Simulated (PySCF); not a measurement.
Species: C₄H₁₁AlO.
Bonds: Al1–O2, O2–C3, C3–C4, C4–C5, C5–C6, O2–C6. Hydrogens: H7, H8, H9 on Al1; H10, H11 on C3; H12, H13 on C4; H14, H15 on C5; H16, H17 on C6.

Vertical excitations from PySCF (density fitting, frozen core in the response, grid level 2 and gas phase unless stated; continuum runs use non-equilibrium linear response for the excitations) on a GFN2-xTB geometry. Reference run:

```csv
settings,"S1, eV (f)","S2, eV (f)","S3, eV (f)","S4, eV (f)","S5, eV (f)","S6, eV (f)","T1, eV (Tamm–Dancoff)",mean α (au)
"wB97X-D/def2-SVPD, full TDDFT, 8 singlets",6.62 (0.012),6.81 (0.019),7.33 (0.109),7.53 (0.093),7.64 (0.006),8.21 (0.081),6.29,80.0
```

Question: What do these settings give: (1) PBE0/def2-SVPD, start guess sap, TDA, 25 singlets; (2) wB97X-D/6-31G, IEF-PCM benzene, full TDDFT, 1 singlet?

Answer: 
```
                                             settings    S1, eV (f)    S2, eV (f)    S3, eV (f)    S4, eV (f)    S5, eV (f)    S6, eV (f)  T1, eV (Tamm–Dancoff)  mean α (au)
    PBE0/def2-SVPD, start guess sap, TDA, 25 singlets  6.23 (0.018)  6.43 (0.022)  6.84 (0.028)  7.05 (0.018)  7.27 (0.020)  7.36 (0.003)                      –         80.3
wB97X-D/6-31G, IEF-PCM benzene, full TDDFT, 1 singlet  7.00 (0.012)             –             –             –             –             –                   6.69         70.3
```

(1) S1 moves by -0.39 eV; functional and response scheme change together, so the shift can't be laid on one. (2) S1 moves by +0.38 eV; basis and environment change together, so the shift can't be laid on one. States are counted by energy in each run and needn't keep their character from row to row.

Question: Give the leading configurations of S1 (H = HOMO, L = LUMO) and the HOMO–LUMO gap of each run.

Answer: 
| settings | S1 configurations (weight) | S1 (eV) | orbital gap (eV) | S1 − gap (eV) |
| --- | --- | --- | --- | --- |
| wB97X-D/def2-SVPD, full TDDFT, 8 singlets | H→L+1 0.39, H→L 0.34, H→L+2 0.19 | 6.62 | 10.79 | -4.17 |
| PBE0/def2-SVPD, start guess sap, TDA, 25 singlets | H→L 0.85, H→L+1 0.12 | 6.23 | 7.27 | -1.04 |
| wB97X-D/6-31G, IEF-PCM benzene, full TDDFT, 1 singlet | H→L 0.97 | 7.00 | 11.69 | -4.69 |

The structure is a single GFN2-xTB conformer; no vibrational corrections.
